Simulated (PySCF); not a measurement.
CH₆FNOSi₂, SMILES N[Si@@H]1OC[Si@@H]1F. Atoms are numbered in the order given.

```xyz
12

N      2.3589     0.2971    -0.2193
Si     1.0175    -0.6420     0.2740
O      0.0287    -1.3536    -0.9207
C     -1.2328    -0.6750    -0.9580
Si    -1.0400     0.4083     0.6100
F     -1.1995     2.0164     0.3608
H      2.2562     1.1534    -0.7504
H      3.2852    -0.1023    -0.3135
H      1.5763    -1.7065     1.1535
H     -1.3456    -0.0914    -1.8899
H     -2.0593    -1.4059    -0.9240
H     -1.9479     0.0755     1.7495
```

The structure is a stationary point at PBE0-D3(BJ)/def2-SVP. The structure was generated by enumeration; whether it is a known compound was not checked. Other conformers were not sampled.

Two levels are set side by side: PBE/pcSseg-1 (PySCF) and PBE0/pcSseg-1 (PySCF). GIAO shifts against CFCl3 (¹⁹F), H2O (¹⁷O), NH3 (¹⁵N), TMS (²⁹Si), TMS (¹H), TMS (¹³C) at the same level; non-relativistic, no solvent, atoms listed together averaged. Differences are taken from unrounded values.

| quantity | PBE0 |
|---|---|
| δ(¹⁵N) of N1 (ppm) | 49.3 |
| δ(²⁹Si) of Si2 (ppm) | 10.2 |
| δ(¹⁷O) of O3 (ppm) | 113.9 |
| δ(¹³C) of C4 (ppm) | 69.0 |
| δ(²⁹Si) of Si5 (ppm) | 54.7 |
| δ(¹⁹F) of F6 (ppm) | -206.7 |
| δ(¹H) of H9 (ppm) | 5.35 |
| δ(¹H) of H10, H11 (ppm) | 4.57 |
| δ(¹H) of H12 (ppm) | 6.39 |

What does PBE give, and how far is it from PBE0? (Estimate from the structure and the level; the computed values follow.)


| quantity | PBE | PBE minus PBE0 |
|---|---|---|
| δ(¹⁵N) of N1 (ppm) | 56.5 | 7.3 |
| δ(²⁹Si) of Si2 (ppm) | 8.6 | -1.6 |
| δ(¹⁷O) of O3 (ppm) | 134.9 | 21.0 |
| δ(¹³C) of C4 (ppm) | 72.5 | 3.5 |
| δ(²⁹Si) of Si5 (ppm) | 55.0 | 0.4 |
| δ(¹⁹F) of F6 (ppm) | -221.9 | -15.1 |
| δ(¹H) of H9 (ppm) | 5.56 | 0.22 |
| δ(¹H) of H10, H11 (ppm) | 4.74 | 0.17 |
| δ(¹H) of H12 (ppm) | 6.69 | 0.31 |

Rough cost on one machine, each run with all the roots and properties that it gave: PBE0 against PBE within a factor of 2.
